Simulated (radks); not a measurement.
Trend from C4+ to Ne4+: ionisation energy by Delta-SCF between NIST ground configurations, and size. Calculated with a radial shooting solver on a logarithmic mesh with Libxc functionals: Dirac Kohn-Sham, PBE, spin-unpolarised, spherical densities, finite nucleus; open shells fill j = l - 1/2 first; Fermi nuclear charge, rms radius of each element as measured or else 0.836 A^(1/3) + 0.57 fm.

| species | configuration | configuration of the ion | IE (eV) | NIST (eV) | kind | outermost | <r> outermost (bohr) | r at 0.001 e/bohr^3 (bohr) |
|---|---|---|---|---|---|---|---|---|
| C4+ | [He] | 1s1 | 399.51 | 392.09 | theory | 1s1/2 | 0.268 | 1.06 |
| N4+ | [He] 2s1 | [He] | 97.107 | 97.890 | exp. | 2s1/2 | 1.05 | 2.16 |
| O4+ | [He] 2s2 | [He] 2s1 | 114.28 | 113.90 | exp. | 2s1/2 | 0.931 | 2.13 |
| F4+ | [He] 2s2 2p1 | [He] 2s2 | 113.67 | 114.25 | semi-emp. | 2s1/2 | 0.839 | 2.07 |
| Ne4+ | [He] 2s2 2p2 | [He] 2s2 2p1 | 124.71 | 126.25 | exp. | 2s1/2 | 0.764 | 2.01 |

Reference values: NIST Atomic Spectra Database (exp. = measured, semi-emp. = semi-empirical, theory = theoretical value adopted there). Spin polarisation and multiplet splitting are left out, so open shells lie too high by an amount that depends on their filling.

Beside tabulated values, note that spin-unpolarised runs miss the spin-polarisation part of the exchange energy of open shells.
